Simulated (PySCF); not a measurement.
C6H15Al, SMILES C[CH2][Al]([CH2]C)[CH2]C, GFN2-xTB optimised geometry.

```
22

C      0.95    -2.29    -0.07
C      1.83    -1.05    -0.26
Al     0.82     0.67     0.00
C     -1.19     0.67     0.00
C     -1.78     2.09     0.00
C      1.85     2.37     0.31
C      1.98     2.76     1.79
H      0.56    -2.34     0.95
H      1.50    -3.21    -0.25
H      0.10    -2.27    -0.75
H      2.68    -1.11     0.44
H      2.29    -1.10    -1.25
H     -1.58     0.12    -0.87
H     -1.58     0.13     0.87
H     -1.41     2.66     0.85
H     -2.87     2.06     0.05
H     -1.50     2.62    -0.91
H      2.87     2.27    -0.10
H      1.41     3.21    -0.23
H      2.55     3.69     1.91
H      1.00     2.91     2.24
H      2.49     1.98     2.36
```

Density from B3LYP/def2-SVP (PySCF 2.14.0) at that geometry.

Minimum of the electron density along straight lines between bonded atoms, close to the bond critical point (lines longer than 1.1 times the sum of covalent radii, or with two minima, are not listed):

| bond | length / Å | ρ at the minimum / e bohr⁻³ | ∇²ρ there / e bohr⁻⁵ | position (fraction from the first atom) |
|---|---|---|---|---|
| C1–C2 | 1.537 | 0.235 | -0.51 | 0.51 |
| C2–Al3 | 2.010 | 0.078 | 0.30 | 0.61 |
| Al3–C4 | 2.013 | 0.077 | 0.29 | 0.39 |
| C4–C5 | 1.537 | 0.235 | -0.52 | 0.50 |
| Al3–C6 | 2.009 | 0.078 | 0.30 | 0.39 |
| C6–C7 | 1.540 | 0.232 | -0.50 | 0.49 |
| C1–H8 | 1.089 | 0.276 | -1.00 | 0.62 |
| C1–H9 | 1.091 | 0.276 | -1.00 | 0.62 |
| C1–H10 | 1.089 | 0.276 | -1.00 | 0.62 |
| C2–H11 | 1.100 | 0.264 | -0.89 | 0.62 |
| C2–H12 | 1.100 | 0.264 | -0.89 | 0.62 |
| C4–H13 | 1.100 | 0.264 | -0.89 | 0.62 |
| C4–H14 | 1.100 | 0.264 | -0.89 | 0.62 |
| C5–H15 | 1.090 | 0.276 | -1.00 | 0.62 |
| C5–H16 | 1.091 | 0.276 | -1.00 | 0.62 |
| C5–H17 | 1.089 | 0.276 | -1.00 | 0.62 |
| C6–H18 | 1.102 | 0.265 | -0.90 | 0.62 |
| C6–H19 | 1.101 | 0.265 | -0.89 | 0.62 |
| C7–H20 | 1.091 | 0.276 | -1.00 | 0.62 |
| C7–H21 | 1.089 | 0.276 | -1.00 | 0.62 |
| C7–H22 | 1.089 | 0.276 | -1.00 | 0.62 |
